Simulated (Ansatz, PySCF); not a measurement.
Gas-phase reaction in SMILES: N[Si](N)(O)O -> [NH2] (NH2) + N[Si](O)O (the N-Si bond at the site shown breaks; other sites are not compared here)
Geometries: B3LYP-D3(BJ)/def2-TZVP minima from Ansatz (an electronic-structure program), one conformer each, not searched for the lowest. Frequencies are from Ansatz or PySCF.

Quantity: bond dissociation energy (0 K, with B3LYP-D3(BJ) harmonic zero-point energies), in kcal/mol. Cores are frozen in the correlated levels unless marked. Open shells are spin-unrestricted. No spin-orbit coupling. No relativistic terms. CBS(X,Y): correlation extrapolated as X^-3; Hartree-Fock from the larger set. [CCSD(T)-MP2]/basis is that difference in the basis named.

| level | program | bond dissociation energy (kcal/mol) | minus last row |
|---|---|---|---|
| HF/STO-3G | Ansatz | 89.8 | -25.5 |
| HF/cc-pV(Q+d)Z | Ansatz | 86.5 | -28.8 |
| revPBE-D4/def2-TZVPD | Ansatz + dftd4 | 103.2 | -12.1 |
| r2SCAN/def2-TZVPD | Ansatz | 104.9 | -10.4 |
| r2SCAN-D3(BJ)/def2-TZVPD | Ansatz + dftd3 | 105.4 | -9.9 |
| r2SCAN-D4/def2-TZVPD | Ansatz + dftd4 | 105.4 | -9.9 |
| PBE0/def2-SVP | Ansatz | 109.0 | -6.3 |
| BHLYP-D3(BJ)/def2-TZVPD | Ansatz + dftd3 | 108.5 | -6.8 |
| MP2/cc-pV(T+d)Z | Ansatz | 117.7 | 2.4 |
| SCS-MP2/6-31G | Ansatz | 101.7 | -13.6 |
| SCS-MP2/cc-pV(D+d)Z | Ansatz | 109.0 | -6.3 |
| CCSD/STO-3G | Ansatz | 94.6 | -20.7 |
| CCSD(T)/cc-pVTZ | Ansatz | 110.9 | -4.4 |
| RI-MP2/CBS(cc-pV(T+d)Z,cc-pV(Q+d)Z)+[CCSD(T)-MP2]/cc-pV(D+d)Z | Ansatz | 115.1 | -0.2 |
| RI-MP2/CBS(cc-pV(T+d)Z,cc-pV(Q+d)Z)+[CCSD(T)-MP2]/cc-pV(T+d)Z | Ansatz | 115.3 | 0.0 |
